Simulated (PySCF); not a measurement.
Ionisation energy of Be+ by level of theory

Be+ [He] 2s1 (2S) → Be(2+) 1s2 (1S), as a difference of total energies. Calculation: PySCF 2.14, in def2-TZVPPD (5s4p1d, 22 functions); the non-relativistic Hamiltonian (point nucleus). Correlated levels: valence and next inner shell: nothing frozen. The calculations carry no spin-orbit coupling.

```
                                method  ionisation energy (eV)
                                   UHF                  18.122
                                   LDA                  18.239
                                   PBE                  18.478
                                  PBE0                  18.442
                                r2SCAN                  18.171
                                PBEsol                  18.269
                                revPBE                  18.493
                               LC-wPBE                  18.519
                                  BLYP                  18.528
    MP2 (valence and next inner shell)                  18.156
SCS-MP2 (valence and next inner shell)                  18.149
```

Task: How much does correlation contribute at MP2 (valence and next inner shell)?

Result: 18.156 − (18.122) = 0.034 eV, measured against UHF.

Errors of the correlated levels include the incompleteness of this basis.

For comparison: 18.211 eV (measured; NIST Atomic Spectra Database, ionization energies).
